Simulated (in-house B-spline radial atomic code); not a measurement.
The nickel ion Ni³⁺ is squeezed into an impenetrable sphere of radius R (the orbitals vanish at R). Method: Dirac-Hartree-Fock, average of configuration, Fermi nucleus of rms radius 3.7757 fm. Calculated with a radial B-spline atomic code at the basis-set limit.

Energies in eV above the free ion in [Ar] 3d7:

| R (bohr) | highest level (eV) | [Ar] 3d7 | [Ne] 3s2 3p5 3d8 |
| --- | --- | --- | --- |
| 7.88 | -58.1 | 0 | 70.41 |
| 6.67 | -58.1 | 0 | 70.41 |
| 5.09 | -58.1 | 0.00122 | 70.41 |
| 4.22 | -58 | 0.02273 | 70.43 |
| 3.85 | -58 | 0.07607 | 70.49 |
| 2.92 | -57 | 1.453 | 72.02 |
| 2.57 | -55.4 | 4.367 | 75.24 |
| 2.16 | -50.7 | 16.46 | 88.37 |
| 1.64 | -29.6 | 102.1 | 178 |
| 1.23 | 31.5 | 505.6 | 585.8 |

Does [Ne] 3s2 3p5 3d8 fall below [Ar] 3d7 under compression?

No, it stays above over the whole range.

The highest level is first positive in the row R = 1.23 bohr, pushed up by confinement above the zero of the free ion's potential. Each configuration is held fixed and needn't be the lowest in the sphere.
